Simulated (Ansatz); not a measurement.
`FC1(Cl)CO[SiH2]1`, relaxed with RKS PBE-D4/def2-SVP in the Gaussian-basis code of Ansatz from a rough embedded geometry. The force threshold is 0.03 eV/Å; the program also tests the step.

Charge 0, multiplicity 1.

Start:

```xyz
10

F    -1.908    0.640   -0.174
C    -0.748    0.006   -0.512
Cl   -0.926   -1.181   -1.834
C     0.583    0.930   -0.425
O     1.363    0.072    0.386
Si    0.106   -0.854    0.910
H     1.004    1.131   -1.422
H     0.382    1.896    0.025
H     0.436   -2.264    0.775
H    -0.292   -0.376    2.269
```

**Question.** How much energy does the relaxation release, and in how many steps? (An estimate is asked.)

**Answer.** The calculation gave: 48.09 kJ/mol, in 9 steps, 1 of them rejected.

**Question.** Which bonds change most? (Best estimate.)

**Answer.** The calculation gave: C2–Si6 from 1.868 to 1.936 Å; C2–C4 from 1.622 to 1.556 Å; O5–Si6 from 1.647 to 1.712 Å; Si6–H9 from 1.455 to 1.500 Å.

**Question.** Give the relaxed structure. (Estimate.)

**Answer.** Computed: 
```xyz
10

F    -1.880    0.746   -0.188
C    -0.745    0.029   -0.441
Cl   -0.984   -0.957   -1.933
C     0.544    0.900   -0.491
O     1.368    0.242    0.500
Si    0.171   -0.871    1.007
H     1.040    0.905   -1.484
H     0.299    1.944   -0.193
H     0.550   -2.312    0.832
H    -0.364   -0.626    2.390
```
